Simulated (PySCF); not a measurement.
Species: `C=CC[C@H](F)[SiH2]N(C)C`. The columns A, B, C and D hold Mulliken, IAO, Hirshfeld and ESP-fitted charges (e) of one PBE0/pcSseg-1 density (PySCF), in a shuffled order. Coordinates in Å (GFN2-xTB); the density's dipole moment is (-0.56, 1.33, 0.27) D.

```csv
atom,x,y,z,A,B,C,D
C1,4.143,-0.586,0.572,-0.550,-0.325,-0.108,-0.150
C2,3.078,-1.149,0.035,-0.015,-0.129,-0.038,-0.222
C3,2.001,-0.403,-0.688,-0.119,-0.273,-0.078,-0.198
C4,0.656,-0.532,0.022,+0.055,-0.090,-0.022,-0.126
F5,0.268,-1.873,-0.008,-0.230,-0.338,-0.112,-0.348
Si6,-0.707,0.531,-0.806,+0.396,+0.876,+0.356,+0.811
N7,-2.009,0.675,0.300,-0.162,-0.504,-0.176,-0.790
C8,-2.499,-0.428,1.097,-0.314,-0.301,-0.070,-0.083
C9,-3.026,1.674,0.079,-0.508,-0.298,-0.069,-0.067
H10,4.888,-1.158,1.098,+0.201,+0.152,+0.046,+0.117
H11,4.318,0.475,0.501,+0.212,+0.141,+0.042,+0.106
H12,2.914,-2.215,0.121,+0.119,+0.151,+0.044,+0.114
H13,1.892,-0.802,-1.700,+0.077,+0.150,+0.044,+0.143
H14,2.250,0.656,-0.758,+0.085,+0.143,+0.048,+0.127
H15,0.782,-0.299,1.085,+0.082,+0.144,+0.037,+0.130
H16,-0.195,1.891,-0.996,-0.121,-0.143,-0.083,-0.121
H17,-0.987,-0.099,-2.109,-0.093,-0.161,-0.090,-0.106
H18,-2.806,-0.062,2.081,+0.123,+0.134,+0.039,+0.108
H19,-1.723,-1.175,1.226,+0.116,+0.153,+0.039,+0.135
H20,-3.365,-0.907,0.626,+0.127,+0.120,+0.033,+0.096
H21,-3.865,1.275,-0.502,+0.168,+0.118,+0.032,+0.098
H22,-2.602,2.514,-0.462,+0.184,+0.143,+0.045,+0.114
H23,-3.412,2.027,1.038,+0.166,+0.136,+0.041,+0.109
```

Q: Which column most likely holds the ESP-fitted charges?

A: A. Σ q r misses the density's dipole by 0.05 D (A), 0.44 D (C), 1.87 D (B), 2.37 D (D). Charges fitted to the outside potential are the only set here that is tied to the molecule's multipoles.

Q: And the Hirshfeld charges?

A: C. The mean sizes are 0.074 e (C), 0.184 e (A), 0.192 e (D), 0.223 e (B), and Hirshfeld charges are commonly the smallest of these schemes.

As computed, A = ESP-fitted, B = IAO, C = Hirshfeld, D = Mulliken. Hydrogens on carbon: ESP-fitted +0.08 to +0.21, IAO +0.12 to +0.15, Hirshfeld +0.03 to +0.05, Mulliken +0.10 to +0.14 e.

The Mulliken scheme counts on each atom the diagonal of the density matrix times the overlap matrix over that atom's basis functions. The Hirshfeld scheme weights the molecular density at each point by an atom's share of the summed free-atom densities.

Geometry: GFN2-xTB, one conformer, isolated molecule.

The values belong to the conformer `[CH2:1]=[CH:2][CH2:3][C@H:4]([F:5])[SiH2:6][N:7]([CH3:8])[CH3:9]`: C1–C2–C3–C4 -117°, C2–C3–C4–F5 -64°, C3–C4–Si6–N7 -164°, C4–Si6–N7–C8 -42°.
